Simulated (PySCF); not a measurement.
# Spin states of GaH

Unrestricted PBE0; Ga cc-pVDZ-PP with ECP10, H cc-pVDZ; scalar-relativistic core potentials (PySCF 2.14). Outer shells of the fragments: Ga 3d10 4s2 4p1; H 1s1.

Followed along the bond (rough minima from three points):

```tsv
2Ms+1	unpaired	⟨S²⟩ at the start	R at minimum (Å)	Te (eV)
1	none	0.00	1.69	0.00
3	σ ↑, π ↑	2.00	1.62	2.05
```

Solutions found at the starting distance of 1.525 Å, counted from the lowest of them; the search is not exhaustive and high or unbound solutions are not listed, so other states can lie among these:

```tsv
2Ms+1	unpaired	term	E (eV)	⟨S²⟩	⟨Lz²⟩	μ (D)
1	none	¹Σ⁺	0.00	0.00	0.00	0.33
3	σ ↑, π ↑	³Π	1.93	2.00	1.00	-0.06
1	σ ↑, π ↓	mixed	2.31	1.02	1.00	0.08
3	π ↑↑	³Σ⁻	5.51	2.09	0.00	-0.43
1	π ↑↓	mixed	5.94	1.00	2.01	-0.51
3	σ ↑↑	³Σ⁺	6.06	2.00	0.00	1.94
```

A term symbol is given only where ⟨S²⟩ and ⟨Lz²⟩ are close to those of a pure state; real π, δ and φ orbitals otherwise mix terms. A positive dipole means Ga(−)H(+).

**Question.** Compare the gap between the two lowest followed solutions at the starting distance with the gap between their minima.

**Answer.** At PBE0 the second solution (triplet, unpaired electrons σ ↑, π ↑) lies +1.93 eV from the first (singlet, closed shell) at 1.525 Å and +2.05 eV at the minima; the two curves relax by different amounts, since their minima lie near 1.62 and 1.69 Å.

Counting both spins, an empty level lies below a filled one in some of these solutions, because spin and occupation are held.
